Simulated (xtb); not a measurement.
H₂Si₂, SMILES [SiH2]=[Si] (connectivity only; charge and spin as stated), neutral, multiplicity 1. All values are semi-empirical tight-binding results from xtb (GFN2-xTB unless named), good for trends rather than for accurate numbers. Geometry: GFN2-xTB. The isomer is the one that the SMILES or the coordinates give; other isomers of the formula were not compared.

Optimised geometry:

Bonded distances (Å): Si1–Si2 2.176, Si1–H3 1.490, Si1–H4 1.476. Angles (°): Si2–Si1–H3 108.3, Si2–Si1–H4 151.4, H3–Si1–H4 100.3.

```yaml
point_group_as_xtb_finds_it: Cs
orbital_gap: 0.83 eV
dipole_moment: 0.85 D
zero_point_energy: 9.2 kcal/mol
G − E(el) at 298.15 K (modified RRHO): -6.4 kcal/mol
static polarisability (D4 model): 73.0 bohr³
solvation energy, GFN2-xTB/ALPB(water): 1.1 kcal/mol
solvation energy, GFN2-xTB/ALPB(chcl3): -0.1 kcal/mol
```

Problem. Give the atomic charges and the Wiberg bond orders between heavy atoms. (The exact figures need the calculation; the answer reports its results.)

Solution. charges (e) Si1 0.20, Si2 0.13, H3 -0.22, H4 -0.11. Bond orders Si1–Si2 2.15.
